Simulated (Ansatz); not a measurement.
One change: `S[SiH2][TeH]` becomes `[SiH3][TeH]`.

Ansatz, PBE0-D4/def2-TZVP geometries, multiplicity 1. Each molecule was computed in one conformer, which needn't be the lowest.

Elements past krypton have def2 core potentials.

```tsv
property	`S[SiH2][TeH]`
HOMO–LUMO gap (ωB97M-V/def2-TZVPP) / eV	9.57
LUMO energy (PBE/def2-TZVPP) / eV	-1.71
HOMO–LUMO gap (PBE/def2-TZVPP) / eV	3.90
zero-point energy (PBE0-D4/def2-TZVP) / kJ/mol	88.6
size of the dipole moment (B3LYP/def2-TZVPP) / D	0.82
HOMO energy (B3LYP/def2-TZVPP) / eV	-6.42
```

Task: What does the change do to each property? (Best estimate.)

Result: Computed: 
```json
{"property": "HOMO–LUMO gap (ωB97M-V/def2-TZVPP) / eV", "`[SiH3][TeH]`": "9.65", "shift": "0.08"}
{"property": "LUMO energy (PBE/def2-TZVPP) / eV", "`[SiH3][TeH]`": "-1.54", "shift": "0.17"}
{"property": "HOMO–LUMO gap (PBE/def2-TZVPP) / eV", "`[SiH3][TeH]`": "3.98", "shift": "0.08"}
{"property": "zero-point energy (PBE0-D4/def2-TZVP) / kJ/mol", "`[SiH3][TeH]`": "82.3", "shift": "-6.3"}
{"property": "size of the dipole moment (B3LYP/def2-TZVPP) / D", "`[SiH3][TeH]`": "0.51", "shift": "-0.31"}
{"property": "HOMO energy (B3LYP/def2-TZVPP) / eV", "`[SiH3][TeH]`": "-6.33", "shift": "0.09"}
```

With PBE0 the HOMO rises by 0.10 eV and the LUMO rises by 0.18 eV, so the gap widens by about 0.08 eV. PBE moves the HOMO by 0.08 eV and ωB97M-V by 0.08 eV. The zero-point energy changes by -6.3 kJ/mol with -3 modes. Dipoles are sizes alone; their direction can turn.

B3LYP here is the variant with VWN-RPA as its local correlation; programs differ in this.

Spin–orbit coupling is left out; it splits and shifts lone-pair levels of the heavy atoms by tenths of an eV.
